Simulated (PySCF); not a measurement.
## `C#Cc1nn[nH]c1C`, C$_{5}$H$_{5}$N$_{3}$

Geometry (Å), atoms numbered from 1 in this order:
```xyz
13

C     2.9551    0.4944   -0.1353
C     1.7704    0.6811   -0.1790
C     0.3794    0.8783   -0.2334
N    -0.2115    2.1017   -0.2362
N    -1.4721    1.9629   -0.2945
N    -1.7585    0.6585   -0.3310
C    -0.6237   -0.0817   -0.2954
C    -0.5888   -1.5608   -0.3129
H     3.9922    0.3451   -0.0965
H    -2.7119    0.3340   -0.3804
H    -1.1870   -1.9512   -1.1359
H    -0.9862   -1.9644    0.6193
H     0.4383   -1.8975   -0.4276
```

Method used: PySCF, GIAO B3LYP/pcSseg-1 magnetisability, rotational g tensor and spin-rotation constants, non-relativistic, gas phase. Geometry: GFN2-xTB.

Question: Give the nuclear spin-rotation constants along the inertial axes (H = +C I·J) beside the isotropic shieldings.

Answer: Rotational constants 3.5921, 1.9730, 1.2837 GHz. A star marks the isotopologue with that one atom substituted, in its own axes.
| atom | isotope | Caa (kHz) | Cbb (kHz) | Ccc (kHz) | mean (kHz) | σ (ppm) |
| --- | --- | --- | --- | --- | --- | --- |
| N4 | 14N | 1.173 | 0.451 | 0.078 | 0.567 | -140.3 |
| N5 | 14N | 0.911 | 0.546 | 0.106 | 0.521 | -139.5 |
| N6 | 14N | 0.720 | 0.247 | 0.119 | 0.362 | 7.4 |
| H9 | 1H | 0.138 | -0.230 | -0.148 | -0.080 | 28.9 |
| H10 | 1H | 0.380 | -0.148 | -0.143 | 0.030 | 21.2 |
| H11 | 1H | -0.262 | -0.152 | -0.052 | -0.155 | 29.4 |
| H12 | 1H | -0.358 | -0.160 | -0.011 | -0.176 | 29.4 |
| H13 | 1H | 0.065 | -0.176 | -0.139 | -0.083 | 28.9 |
| C1 | 13C* | 0.417 | 0.591 | 0.443 | 0.484 | 92.6 |
| C2 | 13C* | -0.027 | 0.725 | 0.461 | 0.386 | 103.9 |
| C3 | 13C* | 1.626 | 0.629 | 0.258 | 0.838 | 49.3 |
| C7 | 13C* | 1.499 | 0.896 | 0.207 | 0.868 | 35.3 |
| C8 | 13C* | 0.530 | 0.259 | 0.161 | 0.317 | 171.9 |

For the geometry as given, no vibrational averaging.

Question: How do the rotational constants and the g tensor change when H9, H10, H11, H12, H13 are replaced by deuterium?

Answer: Constants 3.1182, 1.7845, 1.1512 GHz; g -0.0577, -0.0156, 0.0083, against -0.0644, -0.0177, 0.0096 before.
